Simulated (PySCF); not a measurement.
BH, SMILES [BH] (connectivity only; charge and spin as stated), neutral, multiplicity 1. The structure is a stationary point at PBE0-D3(BJ)/def2-TZVPD.

TDA-B3LYP/def2-TZVPD in PySCF 2.14.0 puts the lowest singlet excitations at 2.89, 2.89, 5.90, 8.23, 8.61, 8.61 eV.

Task: What are the lowest excitation roots from PySCF with ADC(3)/aug-cc-pVDZ? (The exact figures need the calculation; the answer reports its results.)

Result: 2.67, 2.67, 5.48, 6.25, 7.31, 7.31 eV. S1 differs by -0.22 eV (second minus first; roots are paired by order, and the bases may differ).
